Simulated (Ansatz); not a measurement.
C$_{2}$H$_{7}$BSe (`CB[Se]C`), relaxed with RKS PBE-D4/def2-SVP in the Gaussian-basis code of Ansatz from a rough embedded geometry. The force threshold is 0.03 eV/Å; the program also tests the step.

The species carries charge 0 and has multiplicity 1.

Start:

```xyz
11

C     0.707    1.593    0.042
B     0.612    0.301    0.854
Se   -1.174   -0.537    1.097
C    -1.035   -1.623   -0.429
H     1.824    1.941   -0.010
H     0.380    1.490   -1.002
H     0.133    2.438    0.529
H     1.563   -0.207    1.365
H    -0.158   -2.240   -0.417
H    -1.938   -2.225   -0.634
H    -0.915   -0.931   -1.394
```

```
         step  energy (eV)  largest force (eV/Å)  largest move (Å)
            1  -68189.4356                 3.408             0.000
            2  -68189.7813                 1.258             0.103
            3  -68189.8420                 0.358             0.064
            4  -68189.9010                 0.554             0.179
            5  -68190.0048                 0.597             0.193
            6  -68190.1359                 0.446             0.192
            7  -68190.2903                 0.411             0.195
            8  -68190.4088                 0.363             0.195
            9  -68190.5348                 0.255             0.200
           10  -68190.6243                 0.164             0.200
           11  -68190.6645                 0.520             0.200
           12  -68190.6798                 0.573             0.199
           13  -68190.7057                 0.080             0.114
           14  -68190.7084                 0.045             0.060
           15  -68190.7092                 0.007             0.037
16 (rejected)  -68190.6918                 0.496             0.185
           17  -68190.7097                 0.023             0.036
18 (rejected)  -68190.7088                 0.154             0.098
           19  -68190.7104                 0.024             0.047
           20  -68190.7110                 0.058             0.049
           21  -68190.7113                 0.127             0.059
           22  -68190.7119                 0.101             0.029
           23  -68190.7139                 0.007             0.056
```

End:

```xyz
11

C     0.865    1.990    0.343
B     0.513    0.488    0.054
Se   -1.302   -0.118    0.152
C    -1.130   -2.024   -0.321
H     1.621    2.046    1.157
H     1.368    2.427   -0.549
H     0.012    2.644    0.614
H     1.365   -0.334   -0.235
H    -0.092   -2.353   -0.138
H    -1.829   -2.603    0.310
H    -1.391   -2.164   -1.387
```

Run time 22 s (4 threads of an Intel Xeon Platinum 8375C on a shared host); peak host memory 0.17 GiB.
